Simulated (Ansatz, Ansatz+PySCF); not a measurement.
```xyz
2

Ga    0.0000    0.0000    0.0000
N     0.0000    0.0000    5.7000
```

Basis set: def2-SVP (spherical functions). Charge 0, multiplicity 1.

Computed with Ansatz (development build ahead of 0.2.0); each method stands on the lowest determinant of its kind that the runs found.

The atomization energy at this shape (free ground-state atoms in the same class of orbitals less the molecule, no zero-point energy) of singlet GaN in separate pieces:

```tsv
method	atomization energy
PBE0 (unrestricted)	-1.21 eV
```

Question: What does UHF give?

Answer: -1.71 eV. Caution: another spin multiplicity may lie lower; the molecule lies well above its atoms at this level; the shape is not the minimum; the unrestricted determinant is a mixture of spin states. Caution for PBE0 (unrestricted): charge can spread falsely over distant fragments.
